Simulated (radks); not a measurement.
Values are calculated unless marked as measured or tabulated.
P5+, 10 electrons, occupied as [Ne] (the NIST ground configuration). Level of theory: Dirac Kohn-Sham, exchange-only PBE, spin-unpolarised, spherical densities, finite nucleus; Fermi nuclear charge, rms radius 3.1889 fm (a radial shooting solver on a logarithmic mesh with Libxc functionals).

Normalised radial functions P(r) = r R(r) (large component), r in bohr:

```
   r/bohr * 1s1/2, o 2p1/2, + 3s1/2 (the largest magnitude, 2.79, reaches the edge; | marks zero, & curves that meet)
 0.003336                             &   *
 0.004207                             &   *
 0.005305                             o+   *
  0.00669                             o+     *
 0.008437                             o+      *
  0.01064                             o+        *
  0.01342                             o+          *
  0.01692                             o +           *
  0.02134                             o +              *
  0.02691                             |o+                 *
  0.03394                             |o+                   *
  0.04246                             |o+                      *
  0.05355                             | o+                      *
  0.06753                             | +o                       *
  0.08517                             | + o                     *
   0.1074                             |+    o                 *
   0.1355                             +      o            *
   0.1708                            +|        o     *
   0.2154                          +  |         *o
   0.2717                         +   |     *      o
   0.3426                        +    |  *         o
   0.4321                         +   |*           o
   0.5449                           + *          o
   0.6872                             *+       o
   0.8667                             *    +o
    1.093                             *  o    +
    1.378                             *o       +
    1.738                             &       +
    2.192                             &    +
    2.765                             & +
    3.486                             &+
    4.397                             &
```

1s1/2: eigenvalue -2162.2 eV, 0 radial nodes, <r> = 0.104 bohr, 90 % of the charge inside 0.185 bohr. 2p1/2: eigenvalue -199.08 eV, 0 radial nodes, <r> = 0.478 bohr, 90 % of the charge inside 0.797 bohr. 3s1/2 (empty): eigenvalue -70.919 eV, 2 radial nodes at r = 0.138, 0.638 bohr, <r> = 1.51 bohr, 90 % of the charge inside 2.22 bohr.
